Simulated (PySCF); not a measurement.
hexafluoropropene (C3F6), singlet, geometry from GFN2-xTB; CAMB3LYP/STO-3G (PySCF).

The PySCF input:
```python
from pyscf import gto, scf, dft

mol = gto.Mole()
mol.atom = '''
    F     2.49184748   -0.18829557    0.79842098
    C     1.31418502    0.24683492    0.42467974
    F     1.26067366    1.55824784    0.42112146
    C     0.28229877   -0.52520184    0.08521556
    F     0.37606850   -1.85663792    0.10149667
    C    -1.06436063    0.03101770   -0.34154878
    F    -1.61086992    0.78624932    0.61807922
    F    -0.95447491    0.80748822   -1.42550070
    F    -1.91799358   -0.94215242   -0.62584863
'''
mol.basis = 'sto-3g'
mol.verbose = 5
mol.build()

mf = dft.RKS(mol)
mf.xc = 'camb3lyp'
mf.kernel()
```

Problem. Write the output that PySCF gives for this input, abridged.

Solution. 
```
PySCF version 2.14.0

[INPUT] verbose = 5
[INPUT] max_memory = 4000
[INPUT] num. atoms = 9
[INPUT] num. electrons = 72
[INPUT] charge = 0
[INPUT] spin (= nelec alpha-beta = 2S) = 0
[INPUT] symmetry False subgroup None
[INPUT] Mole.unit = angstrom
[INPUT] Symbol           X                Y                Z      unit          X                Y                Z       unit  Magmom
[...]
[INPUT] ---------------- BASIS SET ----------------
[INPUT] l, kappa, [nprim/nctr], expnt,             c_1 c_2 ...
[INPUT] F
[...]
                                30.360812         0.53532814
                                8.2168207         0.44463454
[...]
                                1.5022812         0.39951283
                                0.4885885         0.70011547
[...]
                                1.5022812         0.60768372
                                0.4885885         0.39195739
[INPUT] C
[...]
                                13.045096         0.53532814
                                3.5305122         0.44463454
[...]
                                0.6834831         0.39951283
                                0.2222899         0.70011547
[...]
                                0.6834831         0.60768372
                                0.2222899         0.39195739

nuclear repulsion = 511.088605343184
number of shells = 27
number of NR pGTOs = 135
number of NR cGTOs = 45
basis = sto-3g
ecp = {}

******** <class 'pyscf.dft.rks.RKS'> ********
method = RKS
initial guess = minao
damping factor = 0
level_shift factor = 0
DIIS = <class 'pyscf.scf.diis.CDIIS'>
diis_start_cycle = 1
diis_space = 8
diis_damp = 0
SCF conv_tol = 1e-09
SCF conv_tol_grad = None
SCF max_cycles = 50
direct_scf = True
direct_scf_tol = 1e-13
XC library pyscf.dft.libxc version 7.1.2
    S. Lehtola, C. Steigemann, M. J. T. Oliveira, and M. A. L. Marques,  SoftwareX 7, 1–5 (2018)
XC functionals = camb3lyp
    T. Yanai, D. P. Tew, and N. C. Handy,  Chem. Phys. Lett. 393, 51 (2004)
radial grids:
    Treutler-Ahlrichs [JCP 102, 346 (1995); DOI:10.1063/1.469408] (M4) radial grids

becke partition: Becke, JCP 88, 2547 (1988); DOI:10.1063/1.454033
pruning grids: <function nwchem_prune>
grids dens level: 3
symmetrized grids: False
atomic radii adjust function: <function treutler_atomic_radii_adjust>
small_rho_cutoff = 0
Set gradient conv threshold to 3.16228e-05
Initial guess from minao.
atom F rad-grids = 75, ang-grids = [ 50  50  50  50  50  50  50  50  50  50  50  50  50  50  50  50  50  50
  50  50  50  50  86  86  86  86  86  86  86  86  86 266 266 266 266 266
 266 302 302 302 302 302 302 302 302 302 302 302 302 302 302 302 302 302
 302 302 266 266 266 266 266 266 266 266 266 266 266 266 266 266 266 266
 266 266 266]
atom C rad-grids = 75, ang-grids = [ 50  50  50  50  50  50  50  50  50  50  50  50  50  50  50  50  50  50
  50  50  50  50  86  86  86  86  86  86  86  86  86  86 266 266 266 266
 266 266 302 302 302 302 302 302 302 302 302 302 302 302 302 302 302 302
 302 302 302 302 266 266 266 266 266 266 266 266 266 266 266 266 266 266
 266 266 266]
tot_boxes 2912, boxes in each direction [14 12 11]
Padding 2 grids
tot grids = 127928
nelec by numeric integration = 70.99945612990632
E1 = -1984.374664644541  E2 = 768.6810122357881  Ecoul = 847.0643506123113  Exc = -78.38333837652311
init E= -704.605047065569
cond(S) = 10.566783826818043
[...]
  mo_energy =
[-2.48755524e+01 -2.48727702e+01 -2.48720064e+01 -2.48717259e+01
 -2.48708977e+01 -2.48663021e+01 -1.02208587e+01 -1.01979578e+01
 -1.01956173e+01 -1.67153590e+00 -1.60969547e+00 -1.53393781e+00
 -1.47781439e+00 -1.47446383e+00 -1.47386847e+00 -1.06618939e+00
 -9.02514940e-01 -8.11409173e-01 -7.46325212e-01 -7.40907144e-01
 -7.34103780e-01 -6.98158370e-01 -6.81346528e-01 -6.63652970e-01
 -6.08503952e-01 -5.97066344e-01 -5.88273733e-01 -5.81435719e-01
 -5.67482508e-01 -5.53463159e-01 -5.50831426e-01 -5.47254818e-01
 -5.45713243e-01 -5.40810809e-01 -4.24878329e-01 -2.82291535e-01
  1.76832678e-03  6.02275216e-02  1.73773277e-01  2.18047730e-01
  2.63924138e-01  2.70477461e-01  3.00722355e-01  4.76789564e-01
  6.15816571e-01]
nelec by numeric integration = 71.99998182206531
E1 = -1998.7919711785137  E2 = 785.1304682257253  Ecoul = 865.009244013238  Exc = -79.87877578751272
cycle= 1 E= -702.572897609604  delta_E= 2.03  |g|= 1.01  |ddm|= 4.35
[...]
  mo_energy =
[-24.41979066 -24.41424273 -24.33356798 -24.32003205 -24.31979317
 -24.30964479 -10.72464791 -10.57986488 -10.32054683  -1.34892967
  -1.33319555  -1.23875396  -1.19884241  -1.1899009   -1.18360315
  -0.9704326   -0.82733244  -0.60912854  -0.59570402  -0.58415113
  -0.54925336  -0.52640087  -0.5197134   -0.4455747   -0.37374638
  -0.33595046  -0.32100531  -0.30805115  -0.29411336  -0.28357716
  -0.28304514  -0.25360026  -0.25150291  -0.24125426  -0.22191214
  -0.19433974   0.05261177   0.19354777   0.26805948   0.29141839
   0.3215941    0.35299744   0.39277543   0.51422159   0.57030561]
nelec by numeric integration = 71.99998351687151
E1 = -2000.3331131557618  E2 = 786.591313467088  Ecoul = 865.4344775576816  Exc = -78.84316409059367
cycle= 2 E= -702.65319434549  delta_E= -0.0803  |g|= 0.984  |ddm|= 2.49
[...]
  mo_energy =
[-24.55436426 -24.52848647 -24.52802138 -24.46688871 -24.43727643
 -24.43704522 -10.31920725 -10.23872836 -10.09710764  -1.30535253
  -1.29282074  -1.23719124  -1.23054296  -1.18748274  -1.17382396
  -0.81461919  -0.68210853  -0.58525061  -0.55629206  -0.53804849
  -0.51739854  -0.49820048  -0.48800925  -0.4735504   -0.39001528
  -0.37006897  -0.35696916  -0.3475285   -0.33430888  -0.31817241
  -0.31736394  -0.28996797  -0.28651195  -0.27564573  -0.25306966
  -0.1930963    0.16663157   0.28686664   0.37562592   0.39928458
   0.43925666   0.46347383   0.46636096   0.63435607   0.75398942]
nelec by numeric integration = 71.99998298944368
E1 = -1999.6263312831936  E2 = 785.6232579267044  Ecoul = 864.9392422547772  Exc = -79.31598432807286
[...]
[...]
  mo_energy =
[-24.53923275 -24.53529994 -24.49482019 -24.47784725 -24.46549961
 -24.46527014 -10.29358186 -10.229468   -10.12902528  -1.30026744
  -1.29464426  -1.23140088  -1.2188488   -1.19191918  -1.18456168
  -0.81881028  -0.68462241  -0.58539855  -0.56027443  -0.53685175
  -0.52246557  -0.50147774  -0.49058442  -0.46884779  -0.38215774
  -0.36238456  -0.35285019  -0.3414528   -0.33141956  -0.32665394
  -0.32644929  -0.29860024  -0.29666704  -0.28834243  -0.25667871
  -0.19157096   0.16982973   0.29251941   0.38262      0.40196804
   0.44142705   0.46856683   0.46962773   0.63487187   0.75003717]
nelec by numeric integration = 71.99998277611085
E1 = -1999.6571904281107  E2 = 785.6522560657558  Ecoul = 864.9645892866354  Exc = -79.31233322087967
cycle= 5 E= -702.916329019171  delta_E= -0.0002  |g|= 0.00907  |ddm|= 0.0488
[...]
  mo_energy =
[-24.53737916 -24.53306391 -24.50002432 -24.47807255 -24.46425974
 -24.46402997 -10.29561124 -10.22563094 -10.13196851  -1.29940064
  -1.29397271  -1.23039756  -1.22116199  -1.19226528  -1.18426963
  -0.81910836  -0.68507278  -0.5846601   -0.55997301  -0.53704014
  -0.52238625  -0.50101482  -0.48950714  -0.47025757  -0.38424465
  -0.36227474  -0.35127936  -0.3405073   -0.33193513  -0.3266193
  -0.32629061  -0.2985408   -0.29648332  -0.28796754  -0.25775507
  -0.19215978   0.17009173   0.29192806   0.38376748   0.40159051
   0.44073526   0.46775909   0.469227     0.63455247   0.75015465]
nelec by numeric integration = 71.99998279213138
E1 = -1999.664689107514  E2 = 785.6597260366673  Ecoul = 864.9717852994572  Exc = -79.31205926278992
cycle= 6 E= -702.916357727663  delta_E= -2.87e-05  |g|= 0.00125  |ddm|= 0.0149
[...]
  mo_energy =
[-24.53672711 -24.53339392 -24.49968684 -24.47722232 -24.4641097
 -24.46388003 -10.2951852  -10.22633232 -10.13232262  -1.29933925
  -1.29390442  -1.23045298  -1.22109532  -1.19194907  -1.1841866
  -0.81929926  -0.68503055  -0.58456832  -0.55991568  -0.53691291
  -0.52228189  -0.50079096  -0.48949671  -0.47013863  -0.38412018
  -0.36223886  -0.35128793  -0.34038127  -0.33194124  -0.32640207
  -0.32610204  -0.29829555  -0.29631286  -0.28785495  -0.25766925
  -0.19229218   0.16977502   0.29181069   0.38358959   0.40152282
   0.44080089   0.46776224   0.46941189   0.63432681   0.74982678]
nelec by numeric integration = 71.99998278687353
E1 = -1999.6645735340762  E2 = 785.6596097608628  Ecoul = 864.9715405490946  Exc = -79.31193078823173
cycle= 7 E= -702.916358430029  delta_E= -7.02e-07  |g|= 0.000313  |ddm|= 0.00256
[...]
  mo_energy =
[-24.53699999 -24.53331179 -24.4994182  -24.47733051 -24.46403919
 -24.46380948 -10.29523548 -10.22629032 -10.13238134  -1.2993661
  -1.29393811  -1.23045577  -1.22102429  -1.19197842  -1.18416392
  -0.81930274  -0.68505252  -0.58457775  -0.55991062  -0.53690423
  -0.52227361  -0.50081432  -0.48950559  -0.47007999  -0.38403375
  -0.36223176  -0.35134268  -0.34043978  -0.33188815  -0.32640763
  -0.32610772  -0.29830957  -0.29630797  -0.28783883  -0.25763576
  -0.19227879   0.16976091   0.29180991   0.38355883   0.40150833
   0.44077917   0.46773591   0.46938324   0.63431716   0.74981139]
nelec by numeric integration = 71.99998278691584
E1 = -1999.6645014379626  E2 = 785.6595376265168  Ecoul = 864.9714570686  Exc = -79.31191944208325
cycle= 8 E= -702.916358468262  delta_E= -3.82e-08  |g|= 7.85e-05  |ddm|= 0.000598
[...]
  mo_energy =
[-24.53691306 -24.53332712 -24.49945325 -24.4773439  -24.46407343
 -24.46384372 -10.29525312 -10.22628069 -10.13238275  -1.29936618
  -1.2939363   -1.23044481  -1.22103107  -1.19199436  -1.1841863
  -0.81930689  -0.68505779  -0.58457307  -0.55991578  -0.53690294
  -0.52228394  -0.50081389  -0.48949967  -0.47008596  -0.38404407
  -0.36222317  -0.35131955  -0.34041636  -0.3318981   -0.32642513
  -0.32612437  -0.29832587  -0.29632668  -0.28785963  -0.25765005
  -0.19228069   0.16976462   0.29180658   0.3835698    0.4014963
   0.44076087   0.46772859   0.46936443   0.63431615   0.7498114 ]
nelec by numeric integration = 71.99998278676793
E1 = -1999.6645664094062  E2 = 785.6596025951918  Ecoul = 864.9715194160088  Exc = -79.31191682081707
cycle= 9 E= -702.91635847103  delta_E= -2.77e-09  |g|= 1.3e-05  |ddm|= 0.000171
[...]
  mo_energy =
[-24.53692167 -24.53331478 -24.49946153 -24.47733626 -24.46407444
 -24.46384473 -10.29524634 -10.22628407 -10.13238576  -1.29936472
  -1.29393492  -1.23044478  -1.22103468  -1.19199103  -1.18418546
  -0.81930817  -0.68505761  -0.58457271  -0.55991458  -0.53690386
  -0.5222835   -0.50081256  -0.48949982  -0.47008814  -0.38404741
  -0.36222403  -0.3513188   -0.34041776  -0.33189679  -0.32642308
  -0.32612246  -0.29832341  -0.29632509  -0.28785865  -0.25765079
  -0.19228268   0.16976388   0.29180584   0.38356909   0.40149849
   0.44076359   0.46772959   0.46936801   0.63431501   0.7498096 ]
nelec by numeric integration = 71.99998278676438
E1 = -1999.664560636421  E2 = 785.6595968221428  Ecoul = 864.9715139591492  Exc = -79.31191713700639
cycle= 10 E= -702.916358471094  delta_E= -6.37e-11  |g|= 4.4e-06  |ddm|= 2.71e-05
[...]
  mo_energy =
[-24.53692008 -24.5333223  -24.49945809 -24.47733685 -24.46407223
 -24.46384252 -10.29524693 -10.22628348 -10.13238482  -1.29936511
  -1.29393529  -1.23044576  -1.22103336  -1.1919908   -1.18418444
  -0.81930792  -0.68505738  -0.58457322  -0.55991498  -0.53690373
  -0.5222831   -0.50081283  -0.48950015  -0.47008739  -0.3840462
  -0.36222443  -0.35132053  -0.34041805  -0.33189768  -0.32642251
  -0.32612194  -0.29832294  -0.29632435  -0.28785773  -0.25764967
  -0.19228242   0.16976406   0.2918062    0.38356869   0.40149828
   0.44076405   0.46772991   0.4693683    0.63431524   0.74980995]
nelec by numeric integration = 71.99998278676063
E1 = -1999.6645634392116  E2 = 785.6595996249287  Ecoul = 864.971517274787  Exc = -79.3119176498583
Extra cycle  E= -702.916358471099  delta_E= -4.77e-12  |g|= 3.04e-06  |ddm|= 1.17e-05
converged SCF energy = -702.916358471099
```
